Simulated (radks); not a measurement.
Question: The mean radii <r> (bohr) of the occupied orbitals of an atom or ion are listed with their occupations. Calculated with a radial shooting solver on a logarithmic mesh with Libxc functionals: Dirac Kohn-Sham, PBE, spin-unpolarised, spherical densities, finite nucleus; Fermi nuclear charge, rms radius of each element as measured or else 0.836 A^(1/3) + 0.57 fm.

| orbital | occ. | <r> |
|---|---|---|
| 1s1/2 | 2 | 0.02558 |
| 2s1/2 | 2 | 0.1093 |
| 2p1/2 | 2 | 0.09193 |
| 2p3/2 | 4 | 0.09792 |
| 3s1/2 | 2 | 0.2916 |
| 3p1/2 | 2 | 0.2815 |
| 3p3/2 | 4 | 0.2934 |
| 3d3/2 | 4 | 0.2643 |
| 3d5/2 | 6 | 0.2680 |
| 4s1/2 | 2 | 0.6727 |
| 4p1/2 | 2 | 0.6950 |
| 4p3/2 | 4 | 0.7217 |
| 4d3/2 | 4 | 0.7871 |
| 4d5/2 | 6 | 0.7965 |
| 5s1/2 | 2 | 1.520 |
| 5p1/2 | 2 | 1.650 |

Name the element and its charge. Open shells, if any, fill j = l - 1/2 first.

Answer: Z = 56, barium, charge +6: Ba6+ in [Kr] 4d10 5s2 5p2. The 1s radius gives Z: for a bare nucleus <r> = (2 gamma + 1)/(2Z) with gamma = sqrt(1 - (Z/c)^2), 0.02523 bohr for Z = 56, and screening makes it slightly larger (0.02558 here). The occupations add up to 50, and the charge is Z minus that.
